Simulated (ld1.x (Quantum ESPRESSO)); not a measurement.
## What one change does to a pseudopotential (Pb (Z = 82), TM)

* Element: lead
* Generator: ld1.x (Quantum ESPRESSO) 7.5
* Type: norm-conserving Troullier–Martins (Kleinman–Bylander form)
* Functional: PBE
* Relativity: scalar-relativistic
* Frozen core: [Kr] 4d10 4f14 5s2
* Valence charge: 20
* Reference configuration: 5p6 5d10 6s2 6p0 (charge +2)
* Partial waves: 6s (bound): rc 1.50 bohr; 5p (bound): rc 1.70 bohr; 5d (bound): rc 1.10 bohr
* Local potential: all-electron potential smoothed inside 1.65 bohr (lloc = -2)
* Core correction: Bessel-smoothed model core inside 0.50 bohr

Change: wave 6s (bound): rc 1.50 bohr becomes 6s (bound): rc 1.76 bohr.

Cutoffs: the cutoffs (Ry, on a coarse ladder) from which the occupation-weighted sum of valence levels, in a spherical-Bessel basis at the reference potential, stays within 10 and 1 mRy of its value at 400 Ry; they do not see the model core or the augmentation charge, which bear on the density cutoff. Errors are all-electron minus pseudo energies relative to the spin-unpolarised reference configuration.

**Question.** What does the change do?

**Answer.** The potential gets softer (90 Ry and 160 Ry → 80 Ry and 140 Ry); both files keep a bound ghost (s); of the 7 tests that both files solve, the error grows in 0 and shrinks in 2 by more than 15 % and 0.3 meV (median size 110.5 → 90.5 meV). A larger radius leaves more room for a smooth pseudo-wave, so fewer plane waves are needed.

| quantity | base | changed |
| --- | --- | --- |
| cutoff, loose | 90 Ry | 80 Ry |
| cutoff, tight | 160 Ry | 140 Ry |
| loose cutoff by channel (10 mRy a level) | s 35 Ry, p 35 Ry, d 45 Ry | s 12 Ry, p 35 Ry, d 45 Ry |
| bound ghosts | s | s |
| error for 5p6 5d10 6s2 6p2, meV [ΔE -20.02 eV] | -125 | -134 |
| error for 5p6 5d10 6s2 6p1, meV [ΔE -13.44 eV] | -87 | -90 |
| error for 5p6 5d10 6s1 6p0, meV [ΔE 32.41 eV] | +23 | -2.6 |
| error for 5p6 5d10 6s1 6p2, meV [ΔE -3.92 eV] | -221 | -230 |
| error for 5p6 5d10 6s2 6p1.5, meV [ΔE -17.53 eV] | -111 | -117 |
| error for 5p5 5d10 6s2 6p2, meV [ΔE 72.93 eV] | +158 | -79 |
| error for 5p6 5d10 6s0 6p0, meV [ΔE 75.11 eV] | -60 | -61 |

 A true bound ghost makes a file unfit for plane-wave use even where its test errors are small: the radial tests pick states by their node count and pass the ghost by.
